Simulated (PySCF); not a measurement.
An excited-state job on `CC(C)N[SiH2][SiH3]`.

Computed with TDDFT wB97X-D/def2-SVPD, vertical, gas phase, core orbitals frozen in the response (PySCF 2.14.0, density-fitted response routines). Geometry: PBE0-D3(BJ)/def2-SVP. The command runs a driver script over a list of jobs; the input below is this job's line of settings and its coordinates in Å.

Command:
```bash
OMP_NUM_THREADS=1 python probes_run.py task.json out
```

Input:
```
{"job": {"kind": "uv", "xc": "wB97X-D", "basis": "def2-SVPD", "ip": true}, "charge": 0, "multiplicity": 1}
C     -1.445440     1.148510    -1.280218
C     -0.964720    -0.075421    -0.504082
C     -1.879987    -0.394090     0.670925
N      0.410258     0.058640    -0.048357
Si     1.806181    -0.403316    -0.967759
Si     3.650580    -0.329997     0.478282
H     -2.476014     1.018028    -1.646107
H     -1.427565     2.043487    -0.636006
H     -0.795493     1.345162    -2.146612
H     -0.983373    -0.941823    -1.190936
H     -1.890268     0.443202     1.389573
H     -1.528913    -1.290799     1.201328
H     -2.916716    -0.560684     0.340813
H      0.526067     0.778537     0.658861
H      2.111837     0.441804    -2.177074
H      1.589724    -1.793297    -1.481954
H      3.698749     0.997681     1.171157
H      4.929667    -0.512012    -0.276604
H      3.554225    -1.395665     1.523570
```

Output:
```
coarse grid: 15632 points
cycle   1  E = -755.3948837504  dE =  1.687e-01  |g| = 3.693e-01  |ddm| = 5.409e+00
cycle   2  E = -755.4086345050  dE = -1.375e-02  |g| = 3.288e-01  |ddm| = 1.095e+00
cycle   3  E = -755.4318914593  dE = -2.326e-02  |g| = 4.997e-02  |ddm| = 4.643e-01
cycle   4  E = -755.4325019096  dE = -6.105e-04  |g| = 2.047e-02  |ddm| = 1.291e-01
cycle   5  E = -755.4326165979  dE = -1.147e-04  |g| = 2.872e-03  |ddm| = 4.865e-02
cycle   6  E = -755.4326201471  dE = -3.549e-06  |g| = 7.814e-04  |ddm| = 1.646e-02
final grid: 138304 points
cycle   7  E = -755.5346128522  dE = -8.289e-05  |g| = 4.359e-03  |ddm| = 1.400e-01
cycle   8  E = -755.5346145166  dE = -1.664e-06  |g| = 4.033e-03  |ddm| = 1.919e-02
cycle   9  E = -755.5346179783  dE = -3.462e-06  |g| = 5.645e-04  |ddm| = 5.404e-03
cycle  10  E = -755.5346180669  dE = -8.853e-08  |g| = 2.180e-04  |ddm| = 1.884e-03
cycle  11  E = -755.5346180811  dE = -1.423e-08  |g| = 4.346e-05  |ddm| = 5.031e-04
cycle  12  E = -755.5346180819  dE = -8.413e-10  |g| = 1.046e-05  |ddm| = 1.639e-04
converged SCF energy = -755.5346180819

Static polarisability (au): isotropic 105.553, principal 91.652 99.206 125.802

Singlet excitations
state   eV       nm        f      main configurations
  1   5.8752    211.0   0.00467   H->L 0.92
  2   6.6340    186.9   0.00936   H->L+2 0.56, H->L+1 0.20, H->L+3 0.10
  3   6.8451    181.1   0.00614   H->L+1 0.57, H->L+2 0.23
  4   7.1172    174.2   0.03131   H->L+3 0.71
  5   7.2556    170.9   0.05419   H-1->L 0.72
  6   7.3407    168.9   0.02808   H->L+5 0.56, H->L+6 0.16
  7   7.4673    166.0   0.01809   H->L+4 0.58, H->L+5 0.14
  8   7.7223    160.6   0.04100   H-1->L+2 0.33, H-1->L+3 0.29, H-1->L+1 0.12
  9   7.9222    156.5   0.00697   H-1->L+1 0.32, H->L+7 0.14, H->L+6 0.13
 10   7.9563    155.8   0.06371   H-1->L+1 0.33, H->L+7 0.18, H->L+6 0.16

Triplet excitations (Tamm-Dancoff, eV): 5.6118 6.2591 6.4368 6.7543
Vertical ionisation energy (delta-SCF) = 8.6736 eV
```

The SCF starts on a coarse grid where the log names one; the energy can jump when the final grid takes over, and dE then counts from the start density on the new grid. H and L stand for HOMO and LUMO; the number after each pair is its weight.

**Question.** Give S1 in cm⁻¹ and kJ/mol.

**Answer.** 5.8752 eV × 8065.54 = 47387 cm⁻¹; × 96.485 = 566.9 kJ/mol.

Summary of the converged run: HOMO -8.64 eV, LUMO 1.75 eV; lowest singlet 5.88 eV; lowest triplet 5.61 eV (Tamm–Dancoff); mean polarisability 105.6 au.

**Question.** Estimate the wall time. Hardware: Arm Neoverse N1, one thread, shared host with 64 logical CPUs at a one-minute load of 61. And the peak memory of the process?

**Answer.** About 3.1 min, with 1.2 GiB resident at the peak, the Python interpreter and its libraries included.

One conformer stands for the species.
Labels such as C1 count atoms from 1, the log's own numbers from 0.

Note: wB97X-D ran without an empirical dispersion term, which enters the total energy and its gradient alone.
